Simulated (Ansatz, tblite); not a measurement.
Adding an electron: Al₉⁺. The state is a singlet with charge 1. Geometry: PBE-D4/def2-SVP. Ansatz, gas phase; energy differences of separate SCF runs; the reduced species was run as a doublet alone.

Cartesian coordinates in Å:
```
Al 2.899 -0.030 0.622
Al -1.023 -0.558 2.623
Al -2.215 -0.677 -1.523
Al 0.312 -0.966 0.293
Al -0.433 1.242 -0.615
Al 1.928 0.387 -1.641
Al -2.532 0.238 0.792
Al 1.183 0.658 2.364
Al -0.118 -0.295 -2.916
```

The xTB rows come from tblite. The structure comes from a short search, and lower isomers may exist.

```json
{"level": "PBE-D4/def2-TZVP", "−HOMO (eV)": "8.42", "−LUMO (eV)": "7.47", "vertical EA (eV)": "5.77", "HOMO–LUMO gap (eV)": "0.96", "remarks": "–"}
{"level": "PBE0-D4/def2-TZVP", "−HOMO (eV)": "9.01", "−LUMO (eV)": "6.83", "vertical EA (eV)": "5.76", "HOMO–LUMO gap (eV)": "2.18", "remarks": "restricted SCF unstable in HF (+1 singlet)"}
```

(1) Estimate the rows for GFN1-xTB.

Results:

(1) 
```tsv
level	−HOMO (eV)	−LUMO (eV)	vertical EA (eV)	HOMO–LUMO gap (eV)
GFN1-xTB	10.19	9.55	7.66	0.64
```

Run but left out: B2PLYP/def2-TZVP (singlet: restricted singlet, unstable in another Hartree–Fock run and untested here).  Raw xTB energy differences between charge states are shifted by several eV; the methods need an empirical correction for them.
